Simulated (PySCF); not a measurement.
B(CCH)(H)2 (C2H3B), SMILES C(#C)B. Atoms are numbered in the order given.

```xyz
6

B      0.0000     0.0000    -1.3921
C      0.0000     0.0000     0.1078
C      0.0000     0.0000     1.3174
H      0.0000     0.0000     2.3811
H      0.0000    -1.0307    -1.9858
H      0.0000     1.0307    -1.9858
```
Charge 0, spin multiplicity 1.

Coordinates come from a B3LYP-D3(BJ)/def2-TZVP optimisation.

Level of theory: B3LYP-D3(BJ)/def2-TZVP run with PySCF.

Frequencies are harmonic and unscaled.

Computed harmonic wavenumbers and intensities:
```
mode  ν (cm⁻¹)  IR (km/mol)  moving atoms (share of kinetic energy)
----  --------  -----------  --------------------------------------
1          261          4.9                          C 70 %, H 24 %
2          302          3.7                          C 63 %, H 35 %
3          623         61.2                          H 77 %, C 23 %
4          790         27.9                          H 74 %, C 26 %
5          883         17.0                  H 64 %, B 20 %, C 15 %
6          920         30.8                  B 44 %, C 32 %, H 24 %
7         1006         57.7                          H 70 %, B 27 %
8         1235         51.6                          H 77 %, B 21 %
9         2144         68.5                           C 90 %, H 9 %
10        2605        106.3                                  H 95 %
11        2682         94.9                          H 88 %, B 12 %
12        3456         39.9                          H 86 %, C 14 %
```
